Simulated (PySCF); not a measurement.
Basis-set dependence of population analyses: `F[Si@@H](Cl)[C@@H]1C[SiH2]1`

Species: C₂H₆ClFSi₂.
Numbering: `[F:1][Si@@H:2]([Cl:3])[C@@H:4]1[CH2:5][SiH2:6]1` (hydrogens: H7 on Si2; H8 on C4; H9, H10 on C5; H11, H12 on Si6)

Cartesian coordinates in Å at the PBE0-D3(BJ)/def2-SVP level; atoms count from 1:
```
atom  x, y, z in Å
F1    -1.428   -2.257   -0.954
Si2   -1.349   -0.651   -0.756
Cl3   -3.246   -0.036   -0.231
C4    -0.132   -0.227    0.543
C5     0.461    1.202    0.585
Si6    1.687   -0.107    0.120
H7    -1.007   -0.040   -2.065
H8    -0.357   -0.673    1.521
H9     0.119    1.903   -0.186
H10    0.515    1.670    1.574
H11    2.663   -0.591    1.125
H12    2.092   -0.242   -1.301
```

PBE0 throughout (PySCF), one geometry, spherical d and f functions. The structure is a single PBE0-D3(BJ)/def2-SVP conformer in the gas phase; no vibrational or solvent corrections. The first 7 of 12 kinds of atom are listed.

Mulliken charges (e):

```csv
basis,functions,F1,Si2,Cl3,C4,C5,Si6,H7
STO-3G,48,-0.229,+0.836,-0.377,-0.403,-0.306,+0.540,-0.113
6-31G,78,-0.433,+1.044,-0.299,-0.805,-0.572,+0.648,-0.117
pcSseg-0,78,-0.474,+1.377,-0.394,-1.298,-0.826,+0.826,-0.065
6-31G*,108,-0.384,+0.864,-0.276,-0.563,-0.525,+0.373,-0.086
cc-pVDZ,126,-0.304,+0.676,-0.238,-0.316,-0.139,+0.196,-0.070
def2-SVP,126,-0.335,+0.851,-0.269,-0.515,-0.210,+0.333,-0.094
aug-cc-pVDZ,204,-0.659,+0.774,-0.461,+0.580,+0.746,-0.522,+0.379
"6-311+G(2d,p)",222,-0.463,+0.937,-0.283,-0.311,-0.608,+0.415,-0.052
def2-TZVP,240,-0.314,+0.616,-0.244,-0.299,-0.339,+0.172,-0.036
cc-pVTZ,276,-0.279,+0.580,-0.231,-0.271,-0.274,+0.161,-0.046
IGLO-III,297,-0.483,+1.259,-0.382,-0.568,-0.476,+0.707,-0.176
pcSseg-2,321,-0.404,+0.980,-0.287,-0.534,-0.298,+0.510,-0.136
```

IAO charges (e):

```
        basis  functions      F1     Si2     Cl3      C4      C5     Si6      H7
       STO-3G         48  -0.349  +0.973  -0.311  -0.638  -0.496  +0.722  -0.113
        6-31G         78  -0.496  +1.071  -0.293  -0.650  -0.496  +0.540  -0.099
     pcSseg-0         78  -0.483  +1.092  -0.296  -0.684  -0.503  +0.559  -0.108
       6-31G*        108  -0.518  +1.207  -0.322  -0.687  -0.505  +0.640  -0.143
      cc-pVDZ        126  -0.516  +1.196  -0.316  -0.681  -0.507  +0.633  -0.141
     def2-SVP        126  -0.517  +1.206  -0.312  -0.687  -0.502  +0.654  -0.150
  aug-cc-pVDZ        204  -0.529  +1.208  -0.320  -0.685  -0.516  +0.636  -0.139
6-311+G(2d,p)        222  -0.534  +1.232  -0.322  -0.705  -0.527  +0.671  -0.147
    def2-TZVP        240  -0.536  +1.249  -0.325  -0.711  -0.528  +0.677  -0.153
      cc-pVTZ        276  -0.532  +1.238  -0.325  -0.704  -0.525  +0.662  -0.149
     IGLO-III        297  -0.536  +1.239  -0.320  -0.709  -0.529  +0.677  -0.150
     pcSseg-2        321  -0.536  +1.246  -0.325  -0.710  -0.527  +0.676  -0.152
```

Hirshfeld charges (e):

| basis | functions | F1 | Si2 | Cl3 | C4 | C5 | Si6 | H7 |
| --- | --- | --- | --- | --- | --- | --- | --- | --- |
| STO-3G | 48 | -0.148 | +0.563 | -0.309 | -0.170 | -0.111 | +0.321 | -0.079 |
| 6-31G | 78 | -0.225 | +0.428 | -0.162 | -0.204 | -0.140 | +0.284 | -0.059 |
| pcSseg-0 | 78 | -0.220 | +0.454 | -0.161 | -0.201 | -0.146 | +0.309 | -0.071 |
| 6-31G* | 108 | -0.193 | +0.398 | -0.152 | -0.201 | -0.140 | +0.282 | -0.066 |
| cc-pVDZ | 126 | -0.192 | +0.405 | -0.139 | -0.207 | -0.149 | +0.305 | -0.071 |
| def2-SVP | 126 | -0.197 | +0.408 | -0.127 | -0.208 | -0.153 | +0.313 | -0.075 |
| aug-cc-pVDZ | 204 | -0.211 | +0.424 | -0.130 | -0.226 | -0.167 | +0.318 | -0.067 |
| 6-311+G(2d,p) | 222 | -0.212 | +0.418 | -0.128 | -0.224 | -0.162 | +0.321 | -0.067 |
| def2-TZVP | 240 | -0.203 | +0.410 | -0.127 | -0.220 | -0.162 | +0.315 | -0.069 |
| cc-pVTZ | 276 | -0.199 | +0.410 | -0.132 | -0.217 | -0.160 | +0.313 | -0.069 |
| IGLO-III | 297 | -0.206 | +0.408 | -0.117 | -0.220 | -0.165 | +0.314 | -0.068 |
| pcSseg-2 | 321 | -0.208 | +0.421 | -0.129 | -0.225 | -0.167 | +0.323 | -0.069 |

ESP-fitted charges (e):

```json
{"basis": "STO-3G", "functions": "48", "F1": "-0.213", "Si2": "+0.809", "Cl3": "-0.377", "C4": "-0.371", "C5": "-0.359", "Si6": "+0.316", "H7": "-0.109"}
{"basis": "6-31G", "functions": "78", "F1": "-0.377", "Si2": "+0.829", "Cl3": "-0.300", "C4": "-0.448", "C5": "-0.547", "Si6": "+0.235", "H7": "-0.076"}
{"basis": "pcSseg-0", "functions": "78", "F1": "-0.384", "Si2": "+0.996", "Cl3": "-0.329", "C4": "-0.553", "C5": "-0.620", "Si6": "+0.316", "H7": "-0.133"}
{"basis": "6-31G*", "functions": "108", "F1": "-0.214", "Si2": "+0.394", "Cl3": "-0.184", "C4": "-0.270", "C5": "-0.557", "Si6": "+0.174", "H7": "-0.014"}
{"basis": "cc-pVDZ", "functions": "126", "F1": "-0.221", "Si2": "+0.352", "Cl3": "-0.152", "C4": "-0.232", "C5": "-0.528", "Si6": "+0.158", "H7": "-0.007"}
{"basis": "def2-SVP", "functions": "126", "F1": "-0.235", "Si2": "+0.415", "Cl3": "-0.154", "C4": "-0.269", "C5": "-0.549", "Si6": "+0.206", "H7": "-0.030"}
{"basis": "aug-cc-pVDZ", "functions": "204", "F1": "-0.218", "Si2": "+0.325", "Cl3": "-0.141", "C4": "-0.259", "C5": "-0.566", "Si6": "+0.211", "H7": "+0.003"}
{"basis": "6-311+G(2d,p)", "functions": "222", "F1": "-0.225", "Si2": "+0.318", "Cl3": "-0.133", "C4": "-0.254", "C5": "-0.584", "Si6": "+0.212", "H7": "+0.003"}
{"basis": "def2-TZVP", "functions": "240", "F1": "-0.215", "Si2": "+0.316", "Cl3": "-0.131", "C4": "-0.246", "C5": "-0.570", "Si6": "+0.215", "H7": "-0.003"}
{"basis": "cc-pVTZ", "functions": "276", "F1": "-0.211", "Si2": "+0.327", "Cl3": "-0.139", "C4": "-0.251", "C5": "-0.552", "Si6": "+0.210", "H7": "-0.006"}
{"basis": "IGLO-III", "functions": "297", "F1": "-0.189", "Si2": "+0.204", "Cl3": "-0.098", "C4": "-0.221", "C5": "-0.595", "Si6": "+0.235", "H7": "+0.024"}
{"basis": "pcSseg-2", "functions": "321", "F1": "-0.249", "Si2": "+0.433", "Cl3": "-0.165", "C4": "-0.285", "C5": "-0.568", "Si6": "+0.232", "H7": "-0.025"}
```

Question: Which scheme is steadiest as the basis changes?

Answer: Largest range over the bases for any column: Hirshfeld 0.19 e, IAO 0.28 e, ESP-fitted 0.79 e, Mulliken 1.88 e. Hirshfeld charges move least and Mulliken charges most, counted in e. Without the minimal STO-3G basis the ranges are Hirshfeld 0.06, IAO 0.18, ESP-fitted 0.79, Mulliken 1.88 e.

Question: How much do the charges still move between the two largest bases, IGLO-III and pcSseg-2?

Answer: At most, over all atoms: Mulliken 0.279 e, IAO 0.006 e, Hirshfeld 0.013 e, ESP-fitted 0.229 e.

Question: What do the same runs give for the total energy, the frontier levels and the dipole moment?

Answer: 
```json
{"basis": "STO-3G", "energy (Eh)": "-1204.2522", "HOMO (eV)": "-5.12", "LUMO (eV)": "4.59", "μ (D)": "3.95"}
{"basis": "6-31G", "energy (Eh)": "-1218.1419", "HOMO (eV)": "-7.64", "LUMO (eV)": "-0.05", "μ (D)": "3.98"}
{"basis": "pcSseg-0", "energy (Eh)": "-1216.7095", "HOMO (eV)": "-7.92", "LUMO (eV)": "-0.09", "μ (D)": "3.88"}
{"basis": "6-31G*", "energy (Eh)": "-1218.2861", "HOMO (eV)": "-7.33", "LUMO (eV)": "0.05", "μ (D)": "3.10"}
{"basis": "cc-pVDZ", "energy (Eh)": "-1218.3458", "HOMO (eV)": "-7.36", "LUMO (eV)": "0.07", "μ (D)": "2.95"}
{"basis": "def2-SVP", "energy (Eh)": "-1217.8840", "HOMO (eV)": "-7.41", "LUMO (eV)": "0.10", "μ (D)": "2.87"}
{"basis": "aug-cc-pVDZ", "energy (Eh)": "-1218.3685", "HOMO (eV)": "-7.42", "LUMO (eV)": "-0.48", "μ (D)": "2.98"}
{"basis": "6-311+G(2d,p)", "energy (Eh)": "-1218.4376", "HOMO (eV)": "-7.45", "LUMO (eV)": "-0.50", "μ (D)": "3.01"}
{"basis": "def2-TZVP", "energy (Eh)": "-1218.4631", "HOMO (eV)": "-7.40", "LUMO (eV)": "-0.29", "μ (D)": "2.88"}
{"basis": "cc-pVTZ", "energy (Eh)": "-1218.4626", "HOMO (eV)": "-7.40", "LUMO (eV)": "-0.18", "μ (D)": "2.87"}
{"basis": "IGLO-III", "energy (Eh)": "-1218.4587", "HOMO (eV)": "-7.39", "LUMO (eV)": "-0.16", "μ (D)": "2.80"}
{"basis": "pcSseg-2", "energy (Eh)": "-1218.4839", "HOMO (eV)": "-7.45", "LUMO (eV)": "-0.42", "μ (D)": "3.05"}
```

The dipole is fixed by the density alone, so its range of 1.18 D shows that the density itself changes with the basis, not only its division among atoms.
